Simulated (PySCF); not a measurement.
Finite-field polarisability of B (boron, neutral)

[He] 2s2 2p1, 2P determinant. Calculation: PySCF 2.14, in def2-TZVPPD (6s3p3d1f, 37 functions); the non-relativistic Hamiltonian (point nucleus). Frozen: 1s2. Energy changes in a uniform field (μhartree):

```json
{"axis": "x", "F (au)": "0.0031", "HF": "-97.850", "MP2": "-81.809", "CCSD": "-87.543", "CCSD(T)": "-88.006"}
{"axis": "x", "F (au)": "0.0062", "HF": "-391.417", "MP2": "-328.079", "CCSD": "-350.339", "CCSD(T)": "-352.168"}
{"axis": "y", "F (au)": "0.0028", "HF": "-99.331", "MP2": "-95.699", "CCSD": "-94.405", "CCSD(T)": "-94.550"}
{"axis": "y", "F (au)": "0.0056", "HF": "-397.715", "MP2": "-383.182", "CCSD": "-378.091", "CCSD(T)": "-378.673"}
```

By symmetry the remaining axis equals x.

(1) Derive α along x at CCSD(T) from the two fields.

(2) And the mean polarisability at each level?

Answers

(1) With ΔE = −αF²/2 − γF⁴/24, α = −(16 ΔE(F) − ΔE(2F))/(6F²) = 18.31 bohr³.

(2) The components xx, yy, zz at CCSD(T) are 18.31, 24.11, 18.31, the third axis being equal by symmetry to one of the two computed. Means: HF 22.02, MP2 19.48, CCSD 20.17, CCSD(T) 20.25 bohr³. Reference: 20.5 ± 0.1 bohr³ (recommended; Schwerdtfeger and Nagle, table of static dipole polarizabilities (2023 update)).
